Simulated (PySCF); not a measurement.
CH2AlF3O, SMILES [AlH]([C](F)(F)F)[OH]. Geometry: PBE-D3(BJ)/def2-SVP. The structure was generated by enumeration; whether it is a known compound was not checked. The values are those of a single conformer.

**Question.** Give the equilibrium geometry at PBE-D3(BJ)/def2-SVP (PySCF confirms it by a frequency run) as bond lengths and angles, and its point group. (The exact figures need the calculation; the answer reports its results.)

**Answer.** This is not unique; one that fits is point group Cs.
Atoms: Al1 C2 F3 F4 F5 H6 O7 H8. Bond lengths (Å): Al1–C2 2.020, Al1–H6 1.591, Al1–O7 1.711, C2–F3 1.372, C2–F4 1.372, C2–F5 1.357, O7–H8 0.970. Bond angles (°): C2–Al1–H6 120.5, C2–Al1–O7 115.1, H6–Al1–O7 124.3, Al1–C2–F3 110.5, Al1–C2–F4 110.5, Al1–C2–F5 115.7, F3–C2–F4 106.3, F3–C2–F5 106.7, F4–C2–F5 106.7, Al1–O7–H8 125.4.
